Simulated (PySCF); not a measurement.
B2H6NSi, AlB2H3N, AlB2FH3, AlB2H5 and others (calculated)

All values are calculated (PySCF 2.14.0). Calculation on a computer-drawn molecule: the log of a Hartree-Fock and frozen-core CCSD(T) single point meant for a local Hartree-Fock minimum, with one planted fault or none, to be diagnosed. Offsets are logged minus clean, where the clean run is the same molecule without the fault. The reference is restricted for singlets and unrestricted otherwise, and also for a bond in bohr or an excited solution. Adding or removing an electron swaps singlet and doublet. The excited solution moves the top pair (singlet) or top alpha electron (doublet) to the lowest empty orbital. Highest occupied and lowest empty are orbital energies over both spins, largest force is the largest gradient component, triples share is (T) over the correlation energy, the T1 limit is 0.02 restricted and 0.045 unrestricted, electrons count all cores, a negative frequency is imaginary (commonest isotopes), and the dipole is about the centre of nuclear charge.

Common to all runs: meant basis cc-pV(D+d)Z; logged SCF converged yes; possible faults no fault, one electron removed, one electron added, multiplicity raised by two, geometry at a saddle point, SCF held on an excited solution, minimal basis STO-3G, one bond length entered in bohr, all coordinates scaled.

```json
{"entry": 1, "formula": "B2H6NSi", "logged_structure": {"atoms_angstrom": [["B", -2.6628, 1.5589, 0.5868], ["B", -1.5361, 0.4763, 1.2817], ["N", -0.6741, -0.3689, 1.7931], ["Si", -0.0425, -1.9399, 1.0279], ["H", -2.965, 2.5277, 1.205], ["H", -3.1001, 1.3005, -0.4878], ["H", -0.3036, -0.1469, 2.7111], ["H", -0.7522, -1.9866, -0.255], ["H", 1.4037, -1.7451, 0.9062], ["H", -0.4275, -2.9964, 1.9659]]}, "given": {"meant_charge": 1, "meant_multiplicity": 1, "logged_electrons": 36, "logged_basis_functions": 95, "logged_spin_squared": 0.0, "logged_highest_occupied [eV]": -9.6266, "logged_lowest_empty [eV]": -12.69, "logged_largest_force [hartree/bohr]": 0.27938, "logged_CC_converged": "no", "logged_dipole_magnitude [debye]": 11.329, "logged_SCF_stable_within_its_kind": "no", "logged_energy_HF [hartree]": -395.37996, "drawn_bonds_atom": [1, 2, 3, 1, 1, 3, 4, 4, 4], "drawn_bonds_other_atom": [2, 3, 4, 5, 6, 7, 8, 9, 10], "drawn_bonds_order": [1, 1, 1, 1, 1, 1, 1, 1, 1]}, "results": {"planted_fault": "SCF held on an excited solution", "HF_energy_offset_from_clean_run [kcal/mol]": 400.8}, "notes": ["CCSD not converged"]}
{"entry": 2, "formula": "B2H6NSi", "logged_structure": {"atoms_angstrom": [["B", -2.6628, 1.5589, 0.5868], ["B", -1.5361, 0.4763, 1.2817], ["N", -0.6741, -0.3689, 1.7931], ["Si", -0.0425, -1.9399, 1.0279], ["H", -2.965, 2.5277, 1.205], ["H", -3.1001, 1.3005, -0.4878], ["H", -0.3036, -0.1469, 2.7111], ["H", -0.7522, -1.9866, -0.255], ["H", 2.6905, -1.5717, 0.798], ["H", -0.4275, -2.9964, 1.9659]]}, "given": {"meant_charge": 1, "meant_multiplicity": 1, "logged_electrons": 36, "logged_basis_functions": 95, "logged_spin_squared": 0.8392, "logged_highest_occupied [eV]": -14.313, "logged_lowest_empty [eV]": -4.5182, "logged_largest_force [hartree/bohr]": 0.01047, "logged_T1_diagnostic": 0.046401, "logged_D1_diagnostic": 0.20206, "logged_triples_share": 0.034665, "logged_CC_converged": "yes", "logged_dipole_magnitude [debye]": 2.8355, "logged_SCF_stable_within_its_kind": "yes", "logged_energy_HF [hartree]": -395.90207, "logged_energy_CCSD(T) [hartree]": -396.35944, "drawn_bonds_atom": [1, 2, 3, 1, 1, 3, 4, 4, 4], "drawn_bonds_other_atom": [2, 3, 4, 5, 6, 7, 8, 9, 10], "drawn_bonds_order": [1, 1, 1, 1, 1, 1, 1, 1, 1]}, "results": {"planted_fault": "one bond length entered in bohr, row 8 of the drawn bonds", "HF_energy_offset_from_clean_run [kcal/mol]": 73.2, "CCSD(T)_energy_offset_from_clean_run [kcal/mol]": 79.87}, "notes": ["T1 above single-reference limit"]}
{"entry": 3, "formula": "AlB2H3N", "logged_structure": {"atoms_angstrom": [["B", 1.5571, 2.1503, -1.9201], ["B", 0.9242, 1.0077, -0.8133], ["N", 0.4523, 0.1557, 0.0116], ["Al", -0.1667, -0.9626, 1.0972], ["H", 1.7508, 3.2651, -1.5515], ["H", 1.7903, 1.8061, -3.0351], ["H", -0.7338, -1.9871, 2.0919]]}, "given": {"meant_charge": 1, "meant_multiplicity": 1, "logged_electrons": 33, "logged_basis_functions": 80, "logged_spin_squared": 0.8486, "logged_highest_occupied [eV]": -5.0032, "logged_lowest_empty [eV]": 0.75766, "logged_largest_force [hartree/bohr]": 0.032805, "logged_T1_diagnostic": 0.035587, "logged_D1_diagnostic": 0.15385, "logged_triples_share": 0.038036, "logged_CC_converged": "yes", "logged_dipole_magnitude [debye]": 3.2068, "logged_SCF_stable_within_its_kind": "yes", "logged_energy_HF [hartree]": -347.42534, "logged_energy_CCSD(T) [hartree]": -347.84668, "drawn_bonds_atom": [1, 2, 3, 1, 1, 4], "drawn_bonds_other_atom": [2, 3, 4, 5, 6, 7], "drawn_bonds_order": [1, 1, 2, 1, 1, 1]}, "results": {"planted_fault": "one electron added", "HF_energy_offset_from_clean_run [kcal/mol]": -102.8, "CCSD(T)_energy_offset_from_clean_run [kcal/mol]": -121.3}}
{"entry": 4, "formula": "AlB2H3N", "logged_structure": {"atoms_angstrom": [["B", 1.4652, 2.0235, -1.8068], ["B", 0.8697, 0.9483, -0.7653], ["N", 0.4256, 0.1465, 0.011], ["Al", -0.1568, -0.9058, 1.0325], ["H", 1.6475, 3.0725, -1.46], ["H", 1.6847, 1.6996, -2.856], ["H", -0.6905, -1.8699, 1.9685]]}, "given": {"meant_charge": 1, "meant_multiplicity": 1, "logged_electrons": 32, "logged_basis_functions": 80, "logged_spin_squared": 0.0, "logged_highest_occupied [eV]": -17.581, "logged_lowest_empty [eV]": -4.0153, "logged_largest_force [hartree/bohr]": 0.065582, "logged_T1_diagnostic": 0.013917, "logged_D1_diagnostic": 0.035629, "logged_triples_share": 0.029983, "logged_CC_converged": "yes", "logged_dipole_magnitude [debye]": 3.6971, "logged_SCF_stable_within_its_kind": "yes", "logged_energy_HF [hartree]": -347.23092, "logged_energy_CCSD(T) [hartree]": -347.6133, "drawn_bonds_atom": [1, 2, 3, 1, 1, 4], "drawn_bonds_other_atom": [2, 3, 4, 5, 6, 7], "drawn_bonds_order": [1, 1, 2, 1, 1, 1]}, "results": {"planted_fault": "all coordinates scaled, by -5.9 %", "HF_energy_offset_from_clean_run [kcal/mol]": 19.24, "CCSD(T)_energy_offset_from_clean_run [kcal/mol]": 25.19}}
{"entry": 5, "formula": "AlB2FH3", "logged_structure": {"atoms_angstrom": [["B", 1.1321, -2.0523, -1.4598], ["B", 0.4002, -2.6878, -0.0872], ["Al", -1.0629, -1.4614, 0.9901], ["F", -2.1387, -0.5543, 1.7785], ["H", 0.6207, -2.2069, -2.5295], ["H", 2.1441, -1.4241, -1.3549], ["H", 0.5289, -3.7434, 0.4503]]}, "given": {"meant_charge": 1, "meant_multiplicity": 1, "logged_electrons": 34, "logged_basis_functions": 27, "logged_spin_squared": 0.0, "logged_highest_occupied [eV]": -15.042, "logged_lowest_empty [eV]": -0.51062, "logged_largest_force [hartree/bohr]": 0.020318, "logged_T1_diagnostic": 0.020788, "logged_D1_diagnostic": 0.055565, "logged_triples_share": 0.05544, "logged_CC_converged": "yes", "logged_dipole_magnitude [debye]": 1.1789, "logged_SCF_stable_within_its_kind": "yes", "logged_energy_HF [hartree]": -387.36807, "logged_energy_CCSD(T) [hartree]": -387.52362, "drawn_bonds_atom": [1, 2, 3, 1, 1, 2], "drawn_bonds_other_atom": [2, 3, 4, 5, 6, 7], "drawn_bonds_order": [1, 1, 1, 1, 1, 1]}, "results": {"planted_fault": "minimal basis STO-3G", "HF_energy_offset_from_clean_run [kcal/mol]": 3046, "CCSD(T)_energy_offset_from_clean_run [kcal/mol]": 3219}, "notes": ["T1 above single-reference limit"]}
{"entry": 6, "formula": "AlB2H5", "logged_structure": {"atoms_angstrom": [["B", -1.7552, -0.1356, 0.0], ["B", -0.1926, 0.694, 0.0], ["Al", 1.7662, -0.2802, 0.0], ["H", -2.7971, 0.4683, 0.0], ["H", -1.843, -1.3366, 0.0], ["H", -0.2121, 1.9017, 0.0], ["H", 3.1205, 0.5515, 0.0], ["H", 1.9132, -1.8631, 0.0]]}, "given": {"meant_charge": 0, "meant_multiplicity": 1, "logged_electrons": 28, "logged_basis_functions": 76, "logged_spin_squared": 0.0, "logged_highest_occupied [eV]": -9.6523, "logged_lowest_empty [eV]": -0.33211, "logged_largest_force [hartree/bohr]": 3.3323e-05, "logged_lowest_frequency [cm^-1]": -501.35, "logged_T1_diagnostic": 0.0084412, "logged_D1_diagnostic": 0.01669, "logged_triples_share": 0.020999, "logged_CC_converged": "yes", "logged_dipole_magnitude [debye]": 0.69688, "logged_SCF_stable_within_its_kind": "yes", "logged_energy_HF [hartree]": -294.095, "logged_energy_CCSD(T) [hartree]": -294.37764, "drawn_bonds_atom": [1, 2, 1, 1, 2, 3, 3], "drawn_bonds_other_atom": [2, 3, 4, 5, 6, 7, 8], "drawn_bonds_order": [1, 1, 1, 1, 1, 1, 1]}, "results": {"planted_fault": "geometry at a saddle point", "HF_energy_offset_from_clean_run [kcal/mol]": 18.29, "CCSD(T)_energy_offset_from_clean_run [kcal/mol]": 20.75}}
{"entry": 7, "formula": "AlB2H5", "logged_structure": {"atoms_angstrom": [["B", -0.9548, 0.4209, -1.3656], ["B", -2.3566, -0.7428, 1.1899], ["Al", -1.7211, -0.4069, 3.2178], ["H", -0.0597, -0.1679, -1.9166], ["H", -1.258, 1.4964, -1.8162], ["H", -3.335, -1.4395, 1.0529], ["H", -2.2867, 0.8163, 4.0547], ["H", -0.6966, -1.3924, 3.9219]]}, "given": {"meant_charge": 0, "meant_multiplicity": 1, "logged_electrons": 28, "logged_basis_functions": 76, "logged_spin_squared": 0.8118, "logged_highest_occupied [eV]": -8.8645, "logged_lowest_empty [eV]": 0.9296, "logged_largest_force [hartree/bohr]": 0.012401, "logged_T1_diagnostic": 0.051347, "logged_D1_diagnostic": 0.18902, "logged_triples_share": 0.030696, "logged_CC_converged": "yes", "logged_dipole_magnitude [debye]": 0.44779, "logged_SCF_stable_within_its_kind": "yes", "logged_energy_HF [hartree]": -293.99836, "logged_energy_CCSD(T) [hartree]": -294.26834, "drawn_bonds_atom": [1, 2, 1, 1, 2, 3, 3], "drawn_bonds_other_atom": [2, 3, 4, 5, 6, 7, 8], "drawn_bonds_order": [1, 1, 1, 1, 1, 1, 1]}, "results": {"planted_fault": "one bond length entered in bohr, row 1 of the drawn bonds", "HF_energy_offset_from_clean_run [kcal/mol]": 78.93, "CCSD(T)_energy_offset_from_clean_run [kcal/mol]": 89.34}, "notes": ["T1 above single-reference limit"]}
{"entry": 8, "formula": "Al2B2H5", "logged_structure": {"atoms_angstrom": [["B", -4.0865, 1.2286, -1.5465], ["B", -2.4817, 1.549, -1.8769], ["Al", -0.9433, 1.755, -0.4063], ["Al", 0.4869, -0.5305, 0.0945], ["H", -4.8705, 2.121, -1.3847], ["H", -4.4777, 0.0984, -1.4366], ["H", -2.0974, 1.656, -3.0116], ["H", -0.311, 2.8576, 0.5075], ["H", 1.3189, -1.8235, 0.3934]]}, "given": {"meant_charge": 1, "meant_multiplicity": 1, "logged_electrons": 40, "logged_basis_functions": 99, "logged_spin_squared": 0.0, "logged_highest_occupied [eV]": -10.407, "logged_lowest_empty [eV]": -8.9464, "logged_largest_force [hartree/bohr]": 0.036692, "logged_CC_converged": "no", "logged_dipole_magnitude [debye]": 1.3262, "logged_SCF_stable_within_its_kind": "no", "logged_energy_HF [hartree]": -535.50357, "drawn_bonds_atom": [1, 2, 3, 1, 1, 2, 3, 4], "drawn_bonds_other_atom": [2, 3, 4, 5, 6, 7, 8, 9], "drawn_bonds_order": [1, 1, 1, 1, 1, 1, 1, 1]}, "results": {"planted_fault": "SCF held on an excited solution", "HF_energy_offset_from_clean_run [kcal/mol]": 188.8}, "notes": ["CCSD not converged"]}
{"entry": 9, "formula": "AlB3H5", "logged_structure": {"atoms_angstrom": [["B", -2.6238, 1.0665, 1.8236], ["B", -1.1732, 0.7991, 1.3311], ["Al", -0.5706, 0.855, -0.5663], ["B", -0.3747, -0.4545, -2.039], ["H", -3.3526, 0.223, 1.9773], ["H", -3.0044, 2.1081, 2.0128], ["H", -0.3493, 0.6096, 2.0781], ["H", -1.1889, -0.6108, -2.7983], ["H", 0.5871, -1.0099, -2.2109]]}, "given": {"meant_charge": 0, "meant_multiplicity": 2, "logged_electrons": 33, "logged_basis_functions": 90, "logged_spin_squared": 0.7955, "logged_highest_occupied [eV]": -7.3124, "logged_lowest_empty [eV]": 0.47856, "logged_largest_force [hartree/bohr]": 0.043381, "logged_T1_diagnostic": 0.028657, "logged_D1_diagnostic": 0.12083, "logged_triples_share": 0.029893, "logged_CC_converged": "yes", "logged_dipole_magnitude [debye]": 0.3773, "logged_SCF_stable_within_its_kind": "yes", "logged_energy_HF [hartree]": -318.73348, "logged_energy_CCSD(T) [hartree]": -319.0933, "drawn_bonds_atom": [1, 2, 3, 1, 1, 2, 4, 4], "drawn_bonds_other_atom": [2, 3, 4, 5, 6, 7, 8, 9], "drawn_bonds_order": [1, 1, 1, 1, 1, 1, 1, 1]}, "results": {}}
{"entry": 10, "formula": "Al2B2H4", "logged_structure": {"atoms_angstrom": [["B", 0.0591, -1.9251, -1.4735], ["B", 0.4375, -0.4289, -0.9679], ["Al", -0.0461, 1.2937, -2.3377], ["Al", 1.3486, -0.2201, 0.9259], ["H", 0.8377, -2.5877, -2.1151], ["H", -1.0199, -2.4133, -1.2402], ["H", 0.4626, 0.0051, 2.2219], ["H", 2.9289, -0.226, 1.0608]]}, "given": {"meant_charge": 0, "meant_multiplicity": 1, "logged_electrons": 40, "logged_basis_functions": 94, "logged_spin_squared": 0.0, "logged_highest_occupied [eV]": -7.3957, "logged_lowest_empty [eV]": 0.045895, "logged_largest_force [hartree/bohr]": 1.1694e-05, "logged_lowest_frequency [cm^-1]": 105.05, "logged_T1_diagnostic": 0.022416, "logged_D1_diagnostic": 0.060334, "logged_triples_share": 0.033047, "logged_CC_converged": "yes", "logged_dipole_magnitude [debye]": 0.67591, "logged_SCF_stable_within_its_kind": "yes", "logged_energy_HF [hartree]": -535.43972, "logged_energy_CCSD(T) [hartree]": -535.78394, "drawn_bonds_atom": [1, 2, 2, 1, 1, 4, 4], "drawn_bonds_other_atom": [2, 3, 4, 5, 6, 7, 8], "drawn_bonds_order": [1, 1, 1, 1, 1, 1, 1]}, "results": {}, "notes": ["T1 above single-reference limit"]}
```

Question: Which fault was planted in the run of AlB3H5 (entry 9)?
Answer: all coordinates scaled, by -6.6 %

Question: Al2B2H4 (entry 10): planted fault?
Answer: no fault

Further results for AlB3H5 (entry 9):

- HF energy offset from clean run: 19.14 kcal/mol
- CCSD(T) energy offset from clean run: 19.35 kcal/mol

Further results for Al2B2H4 (entry 10):

* HF energy offset from clean run: 0 kcal/mol
* CCSD(T) energy offset from clean run: 0 kcal/mol
